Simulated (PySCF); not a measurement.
Precursor series Sc Cl-F. All species are isolated molecules in the gas phase.

The HOMO–LUMO gap from two functionals at the same geometries (PBE-D3(BJ)/def2-SVP), both in PySCF: PBE-D3(BJ)/def2-TZVP and TPSSh-D3(BJ)/def2-TZVP. 

```tsv
species	TPSSh-D3(BJ)/def2-TZVP (eV)
0 of 3 Cl replaced by F ([Sc(Cl)3])	4.86
1 of 3 Cl replaced by F	5.06
2 of 3 Cl replaced by F	5.25
3 of 3 Cl replaced by F ([Sc(F)3])	7.15
```

Task: What does PBE-D3(BJ)/def2-TZVP give for each?

Result: 
- 0 of 3 Cl replaced by F ([Sc(Cl)3]): 3.69
- 1 of 3 Cl replaced by F: 3.88
- 2 of 3 Cl replaced by F: 4.05
- 3 of 3 Cl replaced by F ([Sc(F)3]): 5.70
Over these rows, drawn at random from the members with no instability flagged (it was tested for open shells, ions and some series alone), PBE minus TPSSh-D3(BJ): mean -1.25 eV, from -1.45 eV to -1.17 eV.
